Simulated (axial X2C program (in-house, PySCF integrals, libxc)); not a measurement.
**Low determinants of PtB at the PBE0 level, with spin–orbit coupling**

All values were computed with an in-house relativistic program for diatomic molecules. Two-component (2c) means X2C with spin–orbit coupling and atomic mean-field two-electron Coulomb and Gaunt terms. Basis: Pt dyall-cv3z [13s14p9d6f4g], B dyall-v3z [7s6p2d1f] (cores contracted in-house); Gaussian nuclei, density fitting, unrestricted open shells. Masses: Pt 194.965 u, B 11.009 u.

Search at 1.758 Å (vertical energies from the lowest determinant):

| ΔE (eV) | state | electrons beyond evenly filled partner blocks | electrons in ±ω = 1/2, 3/2, 5/2, 7/2 |
| --- | --- | --- | --- |
| 0.00 | Ω = 1/2 | ω = 1/2 | 47 24 10 2 |
| 1.28 | Ω = 5/2 | ω = 5/2 | 48 24 9 2 |
| 2.11 | Ω = 3/2 | ω = 3/2 | 48 23 10 2 |
| 2.58 | Ω = 3/2 | ω = 3/2 | 46 25 10 2 |
| 2.83 | Ω = 9/2 | ω = 1/2, ω = 3/2, ω = 5/2 | 47 25 9 2 |
| 2.92 | Ω = 7/2 | 2 × ω = 1/2, ω = 5/2 | 48 24 9 2 |
| 2.97 | Ω = 3/2 | 2 × ω = -1/2, ω = 5/2 | 48 24 9 2 |

Lowest determinant, Ω = 1/2 (⟨Sz⟩ = 0.50, ⟨Lz⟩ = 0.00 at PBE0): Re = 1.752 Å, ωe = 924.7 cm⁻¹.

The determinant in row 2 of the search, Ω = 5/2 (⟨Sz⟩ = 0.50, ⟨Lz⟩ = 2.00 at PBE0), was followed along the bond at PBE0; measured from the minimum of the lowest determinant it gives:

Te = 1.080 eV (8711 cm⁻¹), Re = 1.888 Å, ωe = 710.6 cm⁻¹.

Problem. Compare the bond of the determinant in row 2 with that of the lowest one.

Solution. At PBE0 its Re is 0.136 Å longer and its force constant, which goes as ωe², is 0.59 times that of the lowest determinant. T0 ≈ Te + Δωe/2 = 8711 + (-107) = 8604 cm⁻¹.

The search compares states at one distance, so a state with another bond length can lie lower; it is not exhaustive and yields mostly the lowest determinant of each block pattern, so other components and higher states of one pattern are missing. These are energies of single determinants, not of spin-adapted states; PBE0 term energies can be off by some tenths of an eV, and the functional has no current term.
